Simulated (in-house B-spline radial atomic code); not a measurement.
Orbital energies and mean radii along the 60-electron series, configuration [Kr] 4d10 4f12 5s2. The effective charge is n√(-2ε), a non-relativistic measure. Computed with an all-electron radial atomic-structure program (B-spline basis): non-relativistic Hartree-Fock, average of the configuration, point nuclei.

This level leaves out relativity, spin-orbit splitting included, which matters for heavy ions.

| ion | Z | energy of 3p (Eh) | mean radius of 3p (bohr) | energy of 4d (Eh) | mean radius of 4d (bohr) | effective charge of 3p |
| --- | --- | --- | --- | --- | --- | --- |
| Re15+ | 75 | -99.106 | 0.20608 | -22.235 | 0.49113 | 42.236 |
| Os16+ | 76 | ? | ? | ? | ? | ? |
| Ir17+ | 77 | -108.21 | 0.19971 | -25.989 | 0.46891 | 44.133 |
| Pt18+ | 78 | ? | ? | ? | ? | ? |
| Au19+ | 79 | -117.78 | 0.19373 | -30.015 | 0.44855 | 46.044 |

Fill in the row of Os16+.

energy of 3p (Eh): -103.6; mean radius of 3p (bohr): 0.20285; energy of 4d (Eh): -24.078; mean radius of 4d (bohr): 0.47977; effective charge of 3p: 43.182.

Fill in the row of Pt18+.

energy of 3p (Eh): -112.94; mean radius of 3p (bohr): 0.19668; energy of 4d (Eh): -27.969; mean radius of 4d (bohr): 0.45851; effective charge of 3p: 45.087.

How does the screening of 3p change?

Z less the effective charge goes from 32.76 at Z = 75 to 32.96 at Z = 79.
